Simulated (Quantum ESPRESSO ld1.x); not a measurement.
The numbers below are computed, except where a source is named.
Pt+, 77 electrons, occupied as [Xe] 4f14 5d9. Code: ld1.x of Quantum ESPRESSO 7.5. Model: Dirac Kohn-Sham, PBE, spin-unpolarised, spherical densities, point nucleus; open shells fill j = l - 1/2 first.

Spin-orbit splittings of the eigenvalues, e(l+1/2) - e(l-1/2), with zeta = 2 splitting/(2l+1) and mean radii in bohr:

shell  occ.  splitting (eV)  zeta (eV)  <r> j=l-1/2  <r> j=l+1/2
2p        6            1729       1153      0.05906      0.06749
3p        6               ?          ?       0.1768       0.1923
3d       10           81.91      32.77       0.1676       0.1723
4p        6           90.53      60.35       0.4179       0.4518
4d       10           16.83      6.733       0.4617       0.4729
4f       14           3.453     0.9866       0.5127       0.5200
5p        6           14.88      9.921        1.036        1.137
5d        9           1.369     0.5475        1.607        1.679

Estimate the 3p splitting.

Answer. 380.1 eV (zeta = 253.4 eV).
